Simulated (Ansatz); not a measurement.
`O[BH][GeH3]` + NH₃ → `[NH2][GeH3]` + `BO` at 400 K and 1 bar (cleavage of the Ge–B bond).

Gas-phase electronic energies from Ansatz, PBE0-D4/def2-TZVP geometries. CBS: MP2 limit from def2 TZ/QZ plus the TZ coupled-cluster correction, frozen cores. This one scheme is used for every species. For Ge outer-core shells are correlated without core-valence functions, which leaves a few kJ/mol of doubt a bond. Scalar relativity is left out up to krypton. One conformer a species, not always the lowest.

```csv
species,CCSD(T)/CBS energy (Eh),H − E (kJ/mol),S (J/(mol·K))
`O[BH][GeH3]`,-2179.11235,158.3,335.7
NH₃,-56.50880,104.2,203.1
`[NH2][GeH3]`,-2133.81884,149.5,296.9
`BO`,-101.80414,108.2,244.0
```

H − E and S are ideal-gas, rigid-rotor, harmonic terms from PBE0-D4/def2-TZVP, for one conformer and one mirror image of each species. 1 Eh = 2625.50 kJ/mol, R = 8.31446 J/(mol·K).

Task: By hand: ΔE, ΔH, ΔS and ΔG.

Result: ΔE = (-2133.81884) + (-101.80414) − (-2179.11235) − (-56.50880) = -0.00183 Eh = -4.8 kJ/mol. Δ(H − E) = 149.5 + 108.2 − 158.3 − 104.2 = -4.8, so ΔH = -9.6 kJ/mol. ΔS = 296.9 + 244.0 − 335.7 − 203.1 = 2.1 J/(mol·K). ΔG = -9.6 − 400 × (2.1)/1000 = -10.4 kJ/mol.

Task: By hand: the equilibrium constant, and the temperature at which ΔG would vanish if ΔH and ΔS stayed fixed.

Result: log₁₀ K = −ΔG/(RT ln 10) = 1.4. ΔH and −TΔS have one sign here, so there is no such temperature. One of them is within its doubt of zero, so this could turn.

The number of gas molecules stays the same, so ΔS is small and ΔH decides. A doubt of 5 kJ/mol in ΔE shifts log₁₀ K by 0.7 here. Other conformers and mirror images would add mixing entropy, several J/(mol·K) or more a flexible species. These are equilibria of isolated gas molecules and say nothing of rates. Largest T1 diagnostic: 0.014 (customary marks: 0.02 for closed shells, 0.045 for open ones).
